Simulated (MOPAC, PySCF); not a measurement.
H6OSi2, SMILES `[SiH3]O[SiH3]`, neutral singlet in the gas phase. 

Cartesian coordinates (Å):
```xyz
9

Si    -1.4758    -0.6029     0.3653
O     -0.1047    -0.3223    -0.5160
Si     1.3658     0.4262    -0.4024
H     -2.0262     0.6843     0.8944
H     -2.4730    -1.2455    -0.5383
H     -1.1727    -1.5114     1.5145
H      1.1818     1.8998    -0.2213
H      2.1093     0.1601    -1.6673
H      2.1358    -0.1145     0.7613
```
Charge 0, multiplicity 1.

All levels are single points at this geometry (PBE-D3(BJ)/def2-TZVPD); Pople sets use spherical d functions. Orbital energies aren't observables, and empty levels follow the basis.

HF/3-21G in PySCF gives gap (eV) = 15.80.

Problem. Estimate the gap (eV) from each of these levels: PBE-D3(BJ)/def2-TZVPD in PySCF; B3LYP/6-31G* in PySCF; BP86/6-31G* in PySCF; PBE/6-31G* in PySCF; SVWN5/6-31G* in PySCF; HF/6-31G* in PySCF; PM3 in MOPAC; PM7 in MOPAC.

Solution. 
| level | gap (eV) |
|---|---|
| PBE-D3(BJ)/def2-TZVPD in PySCF | 6.03 |
| B3LYP/6-31G* in PySCF | 8.25 |
| BP86/6-31G* in PySCF | 6.41 |
| PBE/6-31G* in PySCF | 6.31 |
| SVWN5/6-31G* in PySCF | 6.10 |
| HF/6-31G* in PySCF | 15.57 |
| PM3 in MOPAC | 10.27 |
| PM7 in MOPAC | 11.81 |
